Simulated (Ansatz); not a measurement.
CH$_{5}$OSb (`[CH3][SbH][OH]`). Charge 0, multiplicity 1. Sb takes the def2 core potential.

Z-matrix (Å, degrees):
```
C
Sb 1 2.142
H 1 1.089 2 109.7
H 1 1.091 2 110.0 3 120.4
H 1 1.090 2 108.1 3 -119.7
O 2 1.977 1 93.0 3 83.6
H 2 1.720 1 92.6 3 178.5
H 6 0.960 2 110.4 1 -143.6
```

Problem. What are the harmonic wavenumbers in cm⁻¹ at PBE0-D4/def2-TZVP (Ansatz, finite differences of forces, unscaled)? (Estimate.)

Solution. Computed: 123, 147, 222, 532, 574, 602, 668, 757, 854, 927, 1230, 1443, 1452, 1919, 3064, 3163, 3174, 3895.

Problem. Is this a minimum?

Solution. Yes, all 18 modes are real.

Problem. Give the ideal-gas thermochemistry at 298.15 K and 1 bar (rigid rotor, harmonic oscillator; point group C1, symmetry number 1).

Solution. Zero-point energy 148.0 kJ/mol; H(298) − E = 165.2 kJ/mol; entropy 318.3 J/(mol·K), of which translation 171.7, rotation 104.0, vibration 42.6; G(298) − E = 70.3 kJ/mol.
